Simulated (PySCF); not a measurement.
BrNbO, neutral, multiplicity 3. Atoms are numbered in the order given.

```xyz
3

Nb     0.2964     0.9286     0.0000
O     -1.0875     1.9010     0.0000
Br    -0.0986    -1.5223     0.0000
```
Charge 0, spin multiplicity 3.

Geometry optimised at B3LYP-D3(BJ)/def2-TZVP. The multiplicity is an assumed one; other spin states were not compared. The def2 effective core potentials stand for the cores of Nb; spin–orbit coupling is left out.

Computed with CAM-B3LYP/def2-TZVPD (PySCF).

Mulliken values depend strongly on the basis, most of all with diffuse functions as here. ESP charges are fitted to the potential on shells at 1.4 to 2.0 van der Waals radii. Atomic charges (e):

```json
[
 {"atom": "Nb1", "ESP fit": "0.86", "Mulliken": "1.09", "Mulliken spin": "2.12"},
 {"atom": "O2", "ESP fit": "-0.50", "Mulliken": "-0.68", "Mulliken spin": "-0.10"},
 {"atom": "Br3", "ESP fit": "-0.36", "Mulliken": "-0.41", "Mulliken spin": "-0.02"}
]
```
